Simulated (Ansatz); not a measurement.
Geometry optimisation, UKS PBE-D4/def2-SVP (Ansatz 0.2.0).

input.yaml

```yaml
crystal:
  periodic: [false, false, false]
  atoms:
    - { symbol: Al, position_ang: [0.27313, -0.94925, -0.11397] }
    - { symbol: Te, position_ang: [-0.02547, 1.54632, 0.30176] }
    - { symbol: H, position_ang: [0.30663, -1.99507, 1.08309] }
    - { symbol: H, position_ang: [-0.5543, 1.398, -1.27088] }
magnetization:
  spin_polarized: true
  initial_magnetization: 1
basis:
  gaussian: { orbitals: def2-SVP }
hamiltonian:
  xc: pbe
  dispersion: d4
relax:
  f_tol: 0.015
  max_steps: 40
```

Run as:

```bash
$ ansatz run input.yaml --threads 1 --pin off --max-ram 2048MiB --backend cpu --events-out ev --progress --plain --runs-dir out
```

Where does it end, and by what steps?

The forces met the threshold. After 5 steps the energy has fallen by 0.113 eV; H4 moved furthest, 0.31 Å.

```
step  energy less start (eV)  largest force component (eV/Å)  accepted
   0                  0.0000                           0.350       yes
   1                 -0.0672                           0.268       yes
   2                 -0.0802                           0.673       yes
   3                 -0.1081                           0.153       yes
   4                 -0.1129                           0.040       yes
   5                 -0.1134                           0.003       yes
```

```xyz
4
Properties=species:S:1:pos:R:3
Al 0.117 -1.120 -0.132
Te -0.122 1.400 0.276
H 0.476 -1.966 1.202
H -0.471 1.686 -1.346
```

Time of the run: 12 s on 1 CPU thread of a shared host.
